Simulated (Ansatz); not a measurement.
Coupled-cluster diagnostics for trans-NiCl2(PH3)2 (NiP₂H₆Cl₂), Ansatz.

Geometry of the triplet (PBE-D4/def2-SVP):

```xyz
11

Ni   -0.001    0.006   -0.002
Cl    1.506    1.486    0.661
P     1.318   -0.694   -1.738
H     1.400    0.334   -2.727
H     0.974   -1.774   -2.614
H     2.722   -0.957   -1.619
Cl   -1.818   -0.037   -1.266
P    -1.225    0.266    1.916
H    -2.414   -0.479    2.210
H    -1.806    1.571    1.948
H    -0.656    0.280    3.231
```

Correlated methods freeze 25 core orbitals; core or outer-core shells of Ni are correlated, in sets that lack core-valence functions. The name describes the triplet; other states may take another shape. At PBE0-D4/def2-TZVP a doublet of charge 1 lies 0.68 eV below the quartet at the same geometry.

Geometry of the charge 0 singlet (PBE-D4/def2-SVP):

```xyz
11

Ni   -0.0202   -0.0721    0.0870
Cl    1.7121    0.8175    1.0628
P     1.2620   -1.5001   -0.9035
H     1.7660   -1.0790   -2.1762
H     0.7447   -2.7732   -1.2967
H     2.5018   -1.8854   -0.3050
Cl   -1.7303   -0.8757   -0.9950
P    -1.2739    1.4553    0.9585
H    -2.6758    1.2266    1.1197
H    -1.3442    2.6770    0.2146
H    -0.9422    2.0092    2.2337
```

(1) Estimate the CCSD(T) correlation energy, the shares of MP2 and (T), T1 and the reference's ⟨S²⟩ for: charge 0, triplet, own geometry in def2-SVP; charge 0, singlet, own geometry in def2-SVP; charge 1, quartet, vertical in def2-SVP; and the rough time on 4 threads of Intel Xeon 6975P-C on a shared host.

## Answers

(1) 
| state | basis | correlation (eV) | MP2 share (%) | (T) share (%) | T1 | ⟨S²⟩ (pure) | wall time | remarks |
| --- | --- | --- | --- | --- | --- | --- | --- | --- |
| charge 0, triplet, own geometry | def2-SVP | -26.287 | 89.4 | 2.7 | 0.028 | 2.01 (2.00) | 44 s | – |
| charge 0, singlet, own geometry | def2-SVP | -28.735 | 90.0 | 3.5 | 0.036 | 0.00 (0.00) | 11 s | restricted SCF unstable |
| charge 1, quartet, vertical | def2-SVP | -26.113 | 87.8 | 3.2 | 0.052 | 3.77 (3.75) | 64 s | large T1 |
Customary marks for T1 are 0.02 (closed shells), 0.045 (open shells) and about 0.05 (3d metals). T1 exceeds 0.02 in 3 of 3 rows and 0.045 in 1; the higher it lies, the less the single-reference result can be trusted.
